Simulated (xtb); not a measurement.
AlH3O3, SMILES [Al]([OH])([OH])[OH]. All values are semi-empirical tight-binding results from xtb (GFN2-xTB unless named), good for trends rather than for accurate numbers. Geometry optimised at GFN2-xTB. The isomer is the one that the SMILES or the coordinates give; other isomers of the formula were not compared. The values are those of a single conformer.

Optimised geometry:

```xyz
7

Al     0.0000     0.0000     0.0000
O      1.5497    -0.5928     0.0000
H      1.9463    -1.4527     0.0000
O     -1.2882    -1.0457     0.0000
H     -2.2312    -0.9592     0.0000
O     -0.2615     1.6385     0.0000
H      0.2849     2.4119     0.0000
```
Charge 0, spin multiplicity 1.

For metal compounds this method's bond lengths and energies can be far off.

```yaml
point_group_as_xtb_finds_it: C3h
orbital_gap: 5.89 eV
zero_point_energy: 24.3 kcal/mol
G − E(el) at 298.15 K (modified RRHO): 6.9 kcal/mol
```

Task: Give the atomic charges and the Wiberg bond orders between heavy atoms. (An estimate is asked for; the answer gives what the named calculation found.)

Result: charges (e) Al1 0.45, O2 -0.47, H3 0.32, O4 -0.47, H5 0.32, O6 -0.47, H7 0.32. Bond orders Al1–O2 1.32, Al1–O4 1.32, Al1–O6 1.32.
